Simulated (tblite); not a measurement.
C₇H₁₁FSSi.
Atom-mapped SMILES: `[CH3:1][C:2]#[C:3][Si@@H:4]([F:5])[C@@H:6]([CH3:7])[C:8]([CH3:9])=[S:10]` (hydrogens: H11, H12, H13 on C1; H14 on Si4; H15 on C6; H16, H17, H18 on C7; H19, H20, H21 on C9)

Structure used (GFN2-xTB), in Å, numbered top down from 1:
```
atom  x, y, z in Å
C1     4.3353   -0.4031    0.1602
C2     2.9635   -0.0370    0.4117
C3     1.8175    0.2748    0.6213
Si4    0.0716    0.7413    0.9484
F5    -0.1044    2.3110    0.5935
C6    -1.0395   -0.2167   -0.3056
C7    -0.8373   -1.7203   -0.1381
C8    -2.4394    0.2158   -0.0980
C9    -2.9037    1.3949   -0.8838
S10   -3.4357   -0.5232    0.9629
H11    4.6030   -0.1606   -0.8677
H12    4.4691   -1.4727    0.3189
H13    4.9933    0.1425    0.8359
H14   -0.3608    0.6050    2.3261
H15   -0.7237    0.0812   -1.3121
H16   -1.4541   -2.2641   -0.8524
H17   -1.1239   -2.0366    0.8610
H18    0.2046   -1.9846   -0.3022
H19   -2.9489    1.1350   -1.9430
H20   -3.8919    1.7112   -0.5591
H21   -2.2035    2.2232   -0.7786
```

Computed values, GFN2-xTB/tblite, gas phase, harmonic and unscaled. Against measured fundamentals such values can be off by several per cent, at times by over 20. Modes of hydrogen on silicon can be 10 to 20 % off. One conformer, not necessarily the lowest. The optimisation stopped once no atom felt more than 0.01 eV/Å.

Lowest wavenumbers of the output (negative numbers stand for imaginary wavenumbers):
```
mode    cm-1
  1     -22.5
  2      23.1
  3      45.5
  4      56.8
  5     104.8
  6     114.0
  7     130.7
  8     170.4
```

Question: Is this structure a minimum?

Answer: Not by this Hessian. 1 mode is imaginary beyond 20i (22i cm⁻¹), so at this level the point lies at or near a first-order saddle. The curvature is small, so loose convergence or finite differences may be the whole cause.

Question: Which atoms move in the imaginary mode?

Answer: 22i: H13 (methyl hydrogen) 33 %, H12 (methyl hydrogen) 33 %, H11 (methyl hydrogen) 33 %. These are shares of the mass-weighted motion.

Question: What is the remedy?

Answer: Step along that mode in both directions, optimise again with tighter thresholds and repeat the frequencies. The zero-point energy of this point (98.3 kcal/mol) counts the 56 real modes alone, and thermal corrections from it aren't those of a minimum.
